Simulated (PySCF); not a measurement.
Gas-phase reaction: 3 B(OH)3 → B3O3H3 + 3 H2O2

Energies from PySCF (xtb for GFN2), thermal terms from the rigid-rotor harmonic-oscillator model, ideal gas at 1 bar. S°(298 K) at PBE0/def2-TZVP differs from the NASA 1993 table for H2O2 (-8 J/mol/K); whether the harmonic model or the table's entry is off was not settled. † marks an energy on the PBE0/def2-TZVP geometry and frequencies; other levels use their own. CCSD(T) freezes the core. All species are closed-shell singlets. No R ln 2 is added for the mirror-image form of H2O2. CCSD(T) isn't extrapolated to the basis-set limit; its ΔH°(298 K) is 1447.3 kJ in def2-SVP and 1434.8 kJ in def2-TZVPP. The harmonic model lacks anharmonicity and excited electronic states, which grow with temperature; levels with a mode under 35 cm⁻¹ are left out. Internal rotation in B(OH)3, H2O2 is treated as a harmonic vibration of one conformer, which makes the entropy rough. Warning, point group unlike the PBE0 one: H2O2 (GFN2-xTB).

```
level                ΔE electronic, kJ  ΔH°(298 K), kJ  ΔS°(298 K), J/K  ΔG°(1200 K), kJ
-------------------  -----------------  --------------  ---------------  ---------------
CCSD(T)/def2-SVP†                 1473            1447              157             1272
CCSD(T)/def2-TZVPP†               1460            1435              157             1259
GFN2-xTB                          1053            1029              162              846
M06-2X/def2-TZVP†                 1484            1459              157             1283
PBE/def2-TZVP†                    1386            1361              157             1185
PBE0/def2-TZVP                    1443            1418              157             1242
ωB97M-V/def2-TZVP†                1447            1422              157             1246
```
ΔH° is lowest at GFN2-xTB and highest at M06-2X/def2-TZVP†. No reference value is set beside these.
